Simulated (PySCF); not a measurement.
Fill in the blanks.

Species: C5H12O2Si.
SMILES: `O1CCC[Si@@H]1OCC`

```json
{"property": "point group of the GFN2-xTB geometry", "level": "GFN2-xTB", "value": "?"}
{"property": "rotational constants A, B, C of the GFN2-xTB geometry", "level": "GFN2-xTB", "value": "?"}
{"property": "dipole moment", "level": "PBE0/pcSseg-1", "value": "2.09 D"}
{"property": "HOMO energy", "level": "PBE0/pcSseg-1", "value": "?"}
{"property": "LUMO energy", "level": "PBE0/pcSseg-1", "value": "?"}
{"property": "13C chemical shifts (computed TMS as zero) by class", "level": "GIAO PBE0/pcSseg-1", "value": "?"}
{"property": "1H chemical shifts (computed TMS as zero) by class", "level": "GIAO PBE0/pcSseg-1", "value": "?"}
{"property": "isotropic shieldings of nuclei other than C and H, by class", "level": "GIAO PBE0/pcSseg-1", "value": "273 (1 O), 285 (1 O), 356 (1 Si) ppm"}
```

Electronic properties: PySCF, gas phase, density fitting. One conformer (not necessarily the lowest) at the GFN2-xTB geometry, without solvent or vibrations. GFN2-xTB frequencies show an imaginary mode (40i cm⁻¹), so this geometry is no minimum at that level. NMR classes are plain means over equivalent atoms (diastereotopic ones count apart unless rotation or inversion swaps them), as if these changed places fast; in this geometry the members of some classes differ.

**Question.** What is the HOMO energy?

**Answer.** -7.73 eV.

**Question.** Give the rotational constants A, B, C of the GFN2-xTB geometry.

**Answer.** 3.784, 0.949, 0.883 GHz.

**Question.** Give the 1H chemical shifts (computed TMS as zero) by class.

**Answer.** 5.03 (1 H), 4.28 (1 H), 4.13 (1 H), 3.84 (1 H), 3.56 (1 H), 1.78 (1 H), 1.74 (1 H), 1.30 (3 H), 0.69 (1 H), 0.33 (1 H) ppm.

**Question.** Give the LUMO energy.

**Answer.** 0.98 eV.

**Question.** Give the 13C chemical shifts (computed TMS as zero) by class.

**Answer.** 67.9 (1 C), 59.6 (1 C), 28.6 (1 C), 20.7 (1 C), 13.6 (1 C) ppm.

**Question.** The point group of the GFN2-xTB geometry?

**Answer.** C1.

The rotational constants make it an asymmetric top with κ = (2B − A − C)/(A − C) = -0.95, nearer the prolate limit (−1). With B = h/(8π²I), that is 505.379 GHz u Å² over I, the principal moments of inertia are 133.5, 532.4 and 572.6 u Å² (most abundant isotopes). The dipole equals about 7.0 × 10⁻³⁰ C·m (1 D = 3.33564 × 10⁻³⁰ C·m).
